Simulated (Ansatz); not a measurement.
Calculated with Ansatz (gas phase, PBE0-D4/def2-TZVP geometries, no zero-point term in ΔE). CCSD(T)/CBS adds triple-zeta CCSD(T) − MP2 to the extrapolated MP2 energy (def2 sets, frozen cores). This one scheme is used for every species. DFT in def2-TZVPP. B3LYP here is the variant with VWN-RPA as its local correlation; programs differ in this. For Ga outer-core shells are correlated without core-valence functions, which leaves a few kJ/mol of doubt a bond. Scalar relativity is left out up to krypton. One conformer a species, not always the lowest.

Reaction (formal exchange of groups at the Si–B bond): `B[SiH2][SiH3]` + `[CH3][GaH2]` → `[SiH3][SiH2][CH2][GaH2]` + BH₃

```csv
level,ΔE (kcal/mol),difference from CCSD(T)/CBS
PBE-D4,-0.9,3.9
r2SCAN-D4,-2.3,2.5
PBE0-D4,-2.3,2.5
B3LYP-D4,-3.7,1.1
ωB97X-V,-3.7,1.1
ωB97M-V,-4.3,0.5
B2PLYP,-3.7,1.1
PBE,0.2,5.0
r2SCAN,-2.0,2.8
PBE0,-1.3,3.5
B3LYP,-1.9,2.9
HF/def2-TZVPP,-5.2,-0.4
MP2/def2-TZVPP,-6.5,-1.7
SCS-MP2/def2-TZVPP,-6.3,-1.5
CCSD/def2-TZVPP,-4.4,0.4
CCSD(T)/def2-TZVPP,-4.5,0.3
HF/def2-QZVPP,-5.3,-0.5
MP2/def2-QZVPP,-6.6,-1.8
SCS-MP2/def2-QZVPP,-6.4,-1.6
HF/CBS(def2),-5.3,-0.5
MP2/CBS(def2),-6.7,-1.9
CCSD/CBS(def2),-4.7,0.1
CCSD(T)/CBS,-4.8,0
```

Largest T1 diagnostic among the species: 0.014.

The D4 term adds −1.8 kcal/mol with B3LYP and −1.0 kcal/mol with PBE0; it sums over pairs of atoms, weighted by their polarisabilities, and B3LYP, whose exchange is more repulsive, gets the larger term. From PBE to PBE0 (25 % exact exchange), in def2-TZVPP and without D4, ΔE moves by −1.5 kcal/mol.
